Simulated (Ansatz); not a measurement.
Basis-set extrapolation for `C[SiH2][SiH](N)Cl` (PBE0-D4/def2-TZVP geometry, frozen core, Ansatz 0.2.0). Multiplicity 1, RHF reference.

```json
{"": "HF", "def2-TZVPP": "-1134.513973", "def2-QZVPP": "-1134.549589"}
{"": "MP2 correlation", "def2-TZVPP": "-0.830149", "def2-QZVPP": "-0.895922"}
{"": "CCSD(T) correlation", "def2-TZVPP": "-0.932852", "def2-QZVPP": "not run"}
```

Energies in hartree. Use E(X) = E(∞) + A·exp(−7.88·√X) for Hartree–Fock and E(X) = E(∞) + B·X^(−2.97) for correlation, with X = 3 and 4, and add CCSD(T) minus MP2 of the smaller set to the MP2 limit.

What is the CCSD(T) energy at the basis-set limit?

HF limit: -1134.549589 + (-0.035616) × 0.13774 = -1134.55449. MP2 limit: -0.895922 + (-0.065773) × 0.74074 = -0.94464. Higher-order term: -0.932852 − (-0.830149) = -0.10270. Total: -1135.60183 hartree, 407.0 kJ/mol below CCSD(T)/def2-TZVPP.
